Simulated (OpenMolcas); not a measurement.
Ni2+: ligand-field states by method

Ni2+ with 6 ligands (fluoride) in trigonal prismatic coordination (D3h) at 2 Å, a polar angle of 56.2° against the regular 49.1°. A charge of +0.667 e stands 3.2 Å behind each ligand. Ligand basis ANO-RCC-VDZP.
```
Ni    0.0000    0.0000    0.0000
F     1.6614    0.0000    1.1135
F    -0.8307    1.4388    1.1135
F    -0.8307   -1.4388    1.1135
F     1.6614    0.0000   -1.1135
F    -0.8307    1.4388   -1.1135
F    -0.8307   -1.4388   -1.1135
```

```
Program             : OpenMolcas 26.06
Basis               : ANO-RCC-VTZP [6s5p3d2f1g]
Scalar Hamiltonian  : DKH2, point nucleus
Active space        : 8 electrons in 5 orbitals (3d)
State averaging     : 2S+1 = 3 even, 10 roots; 2S+1 = 1 even, 15 roots
Spin-orbit coupling : state interaction with AMFI integrals over the reference wave functions
```

I. CASSCF
II. SS-CASPT2, IPEA 0.25 Eh, imaginary shift 0.1 Eh (closed shells correlated: 3s 3p and the ligand valence shells)
III. SS-CASPT2, IPEA 0.25 Eh, real shift 0.3 Eh (closed shells correlated: 3s 3p and the ligand valence shells)

Spin-free states (labels of D3, the rotations of D3h) in cm-1, each column counted from its own energy of the first state listed:

```json
{"State": "3A2", "Degeneracy": "1", "I": "0", "II": "0", "III": "0"}
{"State": "3A1", "Degeneracy": "1", "I": "1976", "II": "1920", "III": "1930"}
{"State": "3A2", "Degeneracy": "1", "I": "1988", "II": "1940", "III": "1940"}
{"State": "3E", "Degeneracy": "2", "I": "2572", "II": "2760", "III": "2760"}
{"State": "3E", "Degeneracy": "2", "I": "6468", "II": "8950", "III": "8920"}
{"State": "1E", "Degeneracy": "2", "I": "17935", "II": "13590", "III": "13620"}
{"State": "1E", "Degeneracy": "2", "I": "18177", "II": "13970", "III": "14000"}
{"State": "1A1", "Degeneracy": "1", "I": "20104", "II": "16190", "III": "16220"}
{"State": "3E", "Degeneracy": "2", "I": "22312", "II": "18960", "III": "19010"}
{"State": "3A2", "Degeneracy": "1", "I": "23245", "II": "20710", "III": "20730"}
{"State": "1A1", "Degeneracy": "1", "I": "26881", "II": "22610", "III": "22650"}
{"State": "1A2", "Degeneracy": "1", "I": "26967", "II": "22660", "III": "22700"}
{"State": "1E", "Degeneracy": "2", "I": "28282", "II": "25560", "III": "25570"}
{"State": "1E", "Degeneracy": "2", "I": "28549", "II": "25850", "III": "25860"}
{"State": "1A1", "Degeneracy": "1", "I": "29335", "II": "27470", "III": "27460"}
{"State": "1E", "Degeneracy": "2", "I": "29748", "II": "27680", "III": "27690"}
{"State": "1A1", "Degeneracy": "1", "I": "64833", "II": "53220", "III": "53520"}
```

From I to II, I's first state of the same spin (3A1) moves from 1976 to 1920 cm-1, by about -54 cm-1.

From I to II, I's first state of another spin (1E) moves from 17935 to 13590 cm-1, by about -4300 cm-1.

χT at 300 K: I 2.13, II 2.06, III 2.06 cm3 K/mol.

Roots that are degenerate in the reference are averaged as groups; the widest CASPT2 spread within a group is 81 cm-1 (the 2-fold group of multiplicity 3 near 8950 cm-1 above the lowest state of its run, II). Shifts and gaps below about the spread of the groups concerned are not significant. Over all roots computed the reference weight is 0.69 to 0.71 in II, 0.73 to 0.74 in III; a low but even weight reflects the number of correlated electrons. Ligand-to-metal charge-transfer states are missing. Without dynamic correlation the repulsion within the d shell is too large (B by tens of per cent), so at a given field states of lower spin stand too high (holds for I). With no ligand orbital active B as a rule stays too high, so bands that hang on it stand too high and its fall with covalency is understated (holds for I). With metal d orbitals alone and no dynamic correlation the field as a rule comes out too small, by tens of per cent, by up to half for chloride and softer ligands, and the orbital part of g and χT, which goes as 1/10Dq, too large (holds for I). A single d shell leaves out the double-shell effect, which counts most for late 3d ions, where the CASPT2 field can be off either way by tens of per cent (holds for II; III). For late 3d ions with one d shell CASPT2 can put B and the spin-flip bands somewhat low as well as high (holds for II; III). Free-ion shares, where given, are those of the reference states; single-state CASPT2 does not remix them (holds for II; III). No measured value stands beside these numbers; the geometry is a model, was not optimised and need not be the one that this ion takes.
